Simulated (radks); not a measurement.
Values are calculated unless marked as measured or tabulated.
The niobium anion Nb- inside a hard spherical wall (all orbitals vanish at R), configuration held at [Kr] 4d4 5s2 and not refilled when levels cross. Level of theory: scalar-relativistic Kohn-Sham, r2SCAN, spin-unpolarised, spherical densities, finite nucleus; meta-GGA in the generalised Kohn-Sham scheme; Fermi nuclear charge, rms radius 4.324 fm (a radial shooting solver on a logarithmic mesh with Libxc functionals). Eigenvalues in eV, with the zero of energy where the potential of the charges vanishes at infinity; a dash marks a level that is unbound or too diffuse for the functional's potential to be trusted. A positive occupied level is held by the wall or, in an anion where self-interaction has pushed it up, behind a barrier. The pressure on the wall is -dE/dV.

| R (bohr) | E (hartree) | kinetic (hartree) | e(4s) | e(4p) | e(5s) | e(4d) | e(5p, empty) | e(6s, empty) | pressure (GPa) |
|---|---|---|---|---|---|---|---|---|---|
| 20 | -3820.17541 | 3933.420 | -55.519 | -30.899 | 0.276 | 1.802 | 2.211 | 2.277 | 0.000335 |
| 12 | -3820.17264 | 3933.433 | -55.174 | -30.557 | 0.504 | 2.108 | 2.968 | 4.866 | 0.0251 |
| 10 | -3820.16634 | 3933.465 | -54.790 | -30.173 | 0.785 | 2.452 | 3.494 | 6.843 | 0.136 |
| 8 | -3820.14020 | 3933.583 | -53.790 | -29.182 | 1.567 | 3.328 | 4.753 | 11.082 | 0.939 |
| 7 | -3820.10102 | 3933.741 | -52.740 | -28.148 | 2.455 | 4.232 | 6.082 | 15.263 | 2.77 |
| 4 | -3819.07799 | 3937.084 | -41.709 | -17.606 | 16.712 | 14.386 | 25.185 | 66.813 | 176 |
| 3.5 | -3818.22296 | 3939.813 | -36.724 | -12.876 | 26.474 | 19.711 | 37.402 | 96.207 | 460 |
| 3 | -3816.40549 | 3945.708 | -28.931 | -5.245 | 45.224 | 28.888 | 59.743 | 146.71 | 1400 |
| 1.5 | -3757.24065 | 4107.401 | 97.379 | 133.23 | 435.48 | 192.52 | 467.89 | 938.91 | 164000 |
